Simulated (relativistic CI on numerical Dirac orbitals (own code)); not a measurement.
d7 in a ligand field

Computed with a parametric ligand-field model of a d^n configuration (Racah B and C, spin-orbit zeta, crystal field), exact diagonalisation.

Field parameters in Wybourne normalisation: Oh B⁴₀ = 21Dq, B⁴₄ = √(5/14) B⁴₀; Td as Oh with Dq negative (B⁴₀ = 21Dq, B⁴₄ = √(5/14) B⁴₀). The field is a parameter set, without covalency.

Lowest levels for B = 480, C = 2220, ζ = 120 cm⁻¹, Td, 10Dq = -9850 cm⁻¹?

Γ8 0 (S 1.50), Γ8 9760 (S 1.39), Γ6 9812 (S 1.49), Γ8 9867 (S 1.49), Γ7 9902 (S 1.50), Γ8 10194 (S 0.69), Γ6 10554 (S 0.52), Γ8 10586 (S 0.51), Γ6 14338 (S 1.50) cm⁻¹, with S from ⟨S²⟩ = S(S + 1). The ground level has 4.00 electrons in the cubic e pair.

Lowest levels for B = 660, C = 2920, ζ = 2700 cm⁻¹, Oh, 10Dq = 31250 cm⁻¹?

Γ8 0 (S 0.55), Γ6 15179 (S 1.49), Γ8 16624 (S 1.47), Γ7 19797 (S 1.50), Γ8 20029 (S 1.47), Γ8 28025 (S 0.55), Γ8 30457 (S 0.54), Γ7 30872 (S 0.53), Γ6 30969 (S 0.53) cm⁻¹, with S from ⟨S²⟩ = S(S + 1). The ground level has 1.07 electrons in the cubic e pair.

Lowest levels for B = 380, C = 1970, ζ = 250 cm⁻¹, Oh, 10Dq = 31150 cm⁻¹?

Γ8 0 (S 0.50), Γ6 21696 (S 1.50), Γ8 21835 (S 1.50), Γ7 22075 (S 1.50), Γ8 22076 (S 1.50), Γ8 29429 (S 0.50), Γ6 29592 (S 0.50), Γ8 30003 (S 0.50), Γ7 30102 (S 0.50) cm⁻¹, with S from ⟨S²⟩ = S(S + 1). The ground level has 1.01 electrons in the cubic e pair.

Lowest levels for B = 720, C = 3520, ζ = 440 cm⁻¹, Oh, 10Dq = 19600 cm⁻¹?

Γ8 0 (S 0.54), Γ6 2887 (S 1.50), Γ8 3172 (S 1.50), Γ7 3646 (S 1.50), Γ8 3714 (S 1.48), Γ8 17222 (S 0.51), Γ6 17549 (S 0.51), Γ8 18005 (S 0.54), Γ7 18243 (S 0.52) cm⁻¹, with S from ⟨S²⟩ = S(S + 1). The ground level has 1.07 electrons in the cubic e pair.

Lowest levels for B = 710, C = 2750, ζ = 850 cm⁻¹, Td, 10Dq = -9200 cm⁻¹?

Γ8 0 (S 1.50), Γ8 8686 (S 1.45), Γ6 9030 (S 1.48), Γ8 9431 (S 1.49), Γ7 9680 (S 1.50), Γ6 13222 (S 0.96), Γ8 13287 (S 0.66), Γ8 13596 (S 0.86), Γ6 14468 (S 1.20) cm⁻¹, with S from ⟨S²⟩ = S(S + 1). The ground level has 3.98 electrons in the cubic e pair.
